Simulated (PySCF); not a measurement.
Assigning NMR signals

Geometry:
```tsv
atom	x (Å)	y (Å)	z (Å)
C1	1.995	-2.452	-1.276
N2	2.050	-1.205	-1.263
Si3	1.049	0.099	-1.748
Si4	0.393	0.934	0.269
O5	-0.633	2.100	-0.201
C6	-1.495	2.849	0.606
O7	-0.398	-0.178	1.169
Si8	-1.130	-1.568	1.534
H9	1.203	-3.036	-1.753
H10	2.780	-3.028	-0.793
H11	-0.028	-0.223	-2.713
H12	2.023	0.934	-2.457
H13	1.338	1.441	1.271
H14	-0.927	3.529	1.244
H15	-2.153	3.427	-0.044
H16	-2.093	2.191	1.240
H17	-2.456	-1.204	2.034
H18	-1.225	-2.389	0.324
H19	-0.303	-2.212	2.552
```

[PySCF 2.14: geometry from GFN2-xTB; σ from GIAO-PBE0/pcSseg-1; equivalent nuclei averaged; non-relativistic Hamiltonian; one conformer; no solvent model]

References, each an isolated molecule treated in the same way: ¹³C (186.93 ppm), ¹H (31.72 ppm) against TMS.

Problem. Assign these signals to the numbered atoms. ¹³C{¹H} NMR (computed): δ 172.2 (CH2), 53.0 (CH3).

Solution. 
172.2 → C1, C=N carbon
53.0 → C6, methyl carbon bonded to O: pulled downfield by the heteroatom

Problem. Assign these signals to the numbered atoms. ¹H NMR (500 MHz, computed): δ 8.77 (m, 1H), 8.70 (m, 1H), 5.46 (m, 1H), 5.23 (m, 1H), 5.18 (m, 1H), 5.12 (s, 3H), 3.91 (s, 3H).

Solution. 
| δ (ppm) | atoms | environment | reason |
| --- | --- | --- | --- |
| 8.77 | H9 | hydrogen on a C=N carbon | – |
| 8.70 | H10 | hydrogen on a C=N carbon | – |
| 5.46 | H13 | hydrogen on a silicon bonded to 2 O, Si | – |
| 5.23 | H12 | hydrogen on a silicon bonded to N, Si | – |
| 5.18 | H11 | hydrogen on a silicon bonded to N, Si | – |
| 5.12 | H17/H18/H19 | hydrogen on a silicon bonded to O | – |
| 3.91 | H14/H15/H16 | hydrogen on a methyl carbon bonded to O | its carbon carries O, which withdraws density |

H9 and H10; H12 and H11; H11 and H17/H18/H19 lie closer than the usual error of such a calculation, so a measured spectrum could show them in the other order.

Shifts are as computed. Against solution values, carbons near 30 ppm lie about +3 ppm off and those near 130 ppm about +5 ppm. Of 1211 compounds with measured shifts, 218 miss one by over three times the rms of a fit or turn the order of signals round; such compounds aren't used in these exercises. Multiplicities follow the n + 1 count of equivalent neighbours, as no J values were calculated; m marks all less simple cases, F and P coupling included.
